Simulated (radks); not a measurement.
Q: Successive ionisation energies (eV) of one element, from differences of total energies of ions in their ground configurations, starting at charge 22: 1016.5, 1082.3, 1266.2, 1326.7, 1387.7, 1449.4, 1538.0, 1601.5, 1733.0, 1793.4, 4260.9, 4436.9, 4615.1, 4795.1, 5102.2, 5290.7, 5561.6, 5711.6, 23910, 24524. Calculated with a radial shooting solver on a logarithmic mesh with Libxc functionals: Dirac Kohn-Sham, PBE, spin-unpolarised, spherical densities, finite nucleus; open shells fill j = l - 1/2 first; Fermi nuclear charge, rms radius 4.4091 fm. Which element is it?

A: Molybdenum (Z = 42). The first species listed is Mo22+ in [Ar] 3d2, the last Mo41+ in 1s1.
